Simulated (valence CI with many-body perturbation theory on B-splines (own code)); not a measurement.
Pd40+: electric-dipole lines

Computed by relativistic CI+MBPT: four valence electrons over a frozen Dirac-Fock core [He], a basis of 11 s, 11 p, 9 d, 7 f, 5 g, 2 h, 1 i functions for each j, with the one-electron correlation potential Σ1, the two-electron term Σ2, the three-electron term Σ3, Breit, model QED; selected CI, second order for the rest (own B-spline code, finite nucleus).

No measured spectrum was set against this ion. As an estimate, large intervals hold to a few tenths of a per cent, small ones and those within an open d or f shell to about a per cent. Among the levels kept, up to 280 cm⁻¹ of a level comes from second order outside the variational space, and about a tenth of that is noise between levels of different J, which matters for small intervals.

Lines 201 to 235 of 235 in falling wavelength, among levels below 4004.6 eV, chosen from the strongest by gf and those to the six lowest levels. Wavelengths and rates use the calculated energies. Electric multipoles are in the length gauge, E1 and E2 with the static RPA response of the core. Weak lines are less certain than strong ones. Lines between different terms over intervals too small for the method are left out, as are lines whose strength nearly cancels. The highest levels of a list are the least certain.

Levels are named by their leading jj configuration (3d3/2^4 stands for four electrons in 3d with j = 3/2), which in mixed levels can hold well under half, so a name can repeat and another be missing. Letters in brackets count levels of one name in rising energy.

```
λ vac (nm)                           Upper                   Lower   A (s⁻¹)  S (a.u.) with core polarisation  S without
    0.3362  (2s 2p1/2 2p3/2 3d3/2) J=3 [c]  (2s 2p1/2^2 2p3/2) J=2  1.85e+12                         2.42e-04   2.43e-04
    0.3360          (2s^2 2p3/2 3d5/2) J=3  (2s^2 2p1/2 2p3/2) J=2  1.60e+13                         2.09e-03   2.10e-03
    0.3359          (2s 2p1/2^2 3p1/2) J=1      (2s^2 2p1/2^2) J=0  2.30e+12                         1.29e-04   1.28e-04
    0.3358          (2s^2 2p3/2 3d5/2) J=2  (2s^2 2p1/2 2p3/2) J=1  5.27e+12                         4.92e-04   4.93e-04
    0.3352  (2s 2p1/2 2p3/2 3p1/2) J=2 [b]  (2s^2 2p1/2 2p3/2) J=2  2.02e+13                         1.88e-03   1.88e-03
    0.3347  (2s 2p1/2 2p3/2 3p3/2) J=3 [a]  (2s^2 2p1/2 2p3/2) J=2  4.48e+12                         5.80e-04   5.79e-04
    0.3343          (2s^2 2p3/2 3d5/2) J=1  (2s^2 2p1/2 2p3/2) J=1  2.91e+12                         1.61e-04   1.61e-04
    0.3340  (2s 2p1/2 2p3/2 3p1/2) J=2 [b]  (2s^2 2p1/2 2p3/2) J=1  5.81e+12                         5.34e-04   5.34e-04
    0.3335  (2s 2p1/2 2p3/2 3p3/2) J=2 [a]  (2s^2 2p1/2 2p3/2) J=2  1.14e+12                         1.04e-04   1.04e-04
    0.3330  (2s 2p1/2 2p3/2 3p1/2) J=2 [c]  (2s^2 2p1/2 2p3/2) J=2  2.31e+13                         2.10e-03   2.10e-03
    0.3330  (2s 2p1/2 2p3/2 3p3/2) J=1 [a]  (2s^2 2p1/2 2p3/2) J=1  4.66e+13                         2.55e-03   2.55e-03
    0.3330  (2s 2p1/2 2p3/2 3p1/2) J=1 [b]  (2s^2 2p1/2 2p3/2) J=2  5.06e+12                         2.77e-04   2.76e-04
    0.3323  (2s 2p1/2 2p3/2 3p3/2) J=2 [a]  (2s^2 2p1/2 2p3/2) J=1  4.50e+13                         4.07e-03   4.07e-03
    0.3320      (2s 2p1/2 2p3/2 3p1/2) J=0  (2s^2 2p1/2 2p3/2) J=1  3.12e+12                         5.64e-05   5.64e-05
    0.3318  (2s 2p1/2 2p3/2 3p3/2) J=2 [b]  (2s^2 2p1/2 2p3/2) J=2  4.31e+13                         3.89e-03   3.88e-03
    0.3318  (2s 2p1/2 2p3/2 3p1/2) J=2 [c]  (2s^2 2p1/2 2p3/2) J=1  6.94e+12                         6.26e-04   6.25e-04
    0.3317  (2s 2p1/2 2p3/2 3p1/2) J=1 [b]  (2s^2 2p1/2 2p3/2) J=1  1.94e+13                         1.05e-03   1.05e-03
    0.3312  (2s 2p1/2 2p3/2 3p3/2) J=0 [a]  (2s^2 2p1/2 2p3/2) J=1  1.08e+14                         1.94e-03   1.94e-03
    0.3312  (2s 2p1/2 2p3/2 3p3/2) J=1 [b]  (2s^2 2p1/2 2p3/2) J=2  8.41e+13                         4.52e-03   4.52e-03
    0.3310  (2s 2p1/2 2p3/2 3p3/2) J=3 [b]  (2s^2 2p1/2 2p3/2) J=2  4.86e+13                         6.09e-03   6.09e-03
    0.3308  (2s 2p1/2 2p3/2 3p1/2) J=1 [c]  (2s^2 2p1/2 2p3/2) J=2  2.59e+13                         1.39e-03   1.39e-03
    0.3307          (2s 2p1/2^2 3p3/2) J=1      (2s^2 2p1/2^2) J=0  8.07e+13                         4.32e-03   4.32e-03
    0.3306  (2s 2p1/2 2p3/2 3p3/2) J=2 [b]  (2s^2 2p1/2 2p3/2) J=1  3.30e+12                         2.95e-04   2.95e-04
    0.3300  (2s 2p1/2 2p3/2 3p3/2) J=1 [b]  (2s^2 2p1/2 2p3/2) J=1  4.69e+12                         2.50e-04   2.49e-04
    0.3296  (2s 2p1/2 2p3/2 3p1/2) J=1 [c]  (2s^2 2p1/2 2p3/2) J=1  5.28e+12                         2.80e-04   2.80e-04
    0.3284  (2s 2p1/2 2p3/2 3p3/2) J=2 [c]  (2s^2 2p1/2 2p3/2) J=2  8.64e+12                         7.55e-04   7.55e-04
    0.3282  (2s 2p1/2 2p3/2 3p3/2) J=3 [c]  (2s^2 2p1/2 2p3/2) J=2  2.83e+13                         3.46e-03   3.46e-03
    0.3276  (2s 2p1/2 2p3/2 3p3/2) J=1 [c]  (2s^2 2p1/2 2p3/2) J=2  1.69e+12                         8.80e-05   8.80e-05
    0.3275  (2s 2p1/2 2p3/2 3p3/2) J=2 [d]  (2s^2 2p1/2 2p3/2) J=2  2.13e+13                         1.85e-03   1.84e-03
    0.3272  (2s 2p1/2 2p3/2 3p3/2) J=2 [c]  (2s^2 2p1/2 2p3/2) J=1  1.97e+13                         1.70e-03   1.70e-03
    0.3264  (2s 2p1/2 2p3/2 3p3/2) J=1 [c]  (2s^2 2p1/2 2p3/2) J=1  2.55e+13                         1.31e-03   1.31e-03
    0.3263  (2s 2p1/2 2p3/2 3p3/2) J=2 [d]  (2s^2 2p1/2 2p3/2) J=1  8.55e+12                         7.33e-04   7.32e-04
    0.3238          (2p1/2^2 2p3/2 3s) J=2  (2s^2 2p1/2 2p3/2) J=2  1.84e+12                         1.54e-04   1.54e-04
    0.3227          (2p1/2^2 2p3/2 3s) J=2  (2s^2 2p1/2 2p3/2) J=1  1.57e+12                         1.30e-04   1.30e-04
    0.3128  (2s 2p1/2 2p3/2 3p3/2) J=1 [d]      (2s^2 2p1/2^2) J=0  1.12e+12                         5.10e-05   5.09e-05
```
